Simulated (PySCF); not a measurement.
Basis-set dependence of AlTl⁺ at CCSD

PySCF, UHF reference; doublet, unpaired electrons σ ↑; De to Al⁺ + Tl without counterpoise correction. Frozen cores follow the default of each basis and core potential.

```json
{"basis": "def2-SVP", "relativity": "scalar-relativistic core potentials", "functions": "44", "Re (Å)": "3.450", "ωe (cm⁻¹)": "109", "De (eV)": "n/a", "frozen orbitals": "9"}
{"basis": "cc-pV(D+d)Z/cc-pVDZ-PP", "relativity": "scalar-relativistic core potentials", "functions": "46", "Re (Å)": "3.485", "ωe (cm⁻¹)": "110", "De (eV)": "n/a", "frozen orbitals": "9"}
{"basis": "def2-SVPD", "relativity": "scalar-relativistic core potentials", "functions": "56", "Re (Å)": "3.506", "ωe (cm⁻¹)": "102", "De (eV)": "n/a", "frozen orbitals": "9"}
```

Q: How does each smaller set differ from the one with most functions, def2-SVPD?

A: def2-SVP: -5.6 pm, +6.9 % in ωe; cc-pV(D+d)Z/cc-pVDZ-PP: -2.1 pm, +7.8 % in ωe. All at CCSD; the set with most functions is neither the basis-set limit nor always the best.

Correlated steps freeze 9 core orbitals. These are scalar-relativistic numbers at best; spin–orbit coupling would shift them, the dissociation energy most. The state is the lowest determinant that a PBE0 search found; another state may lie lower at other levels.
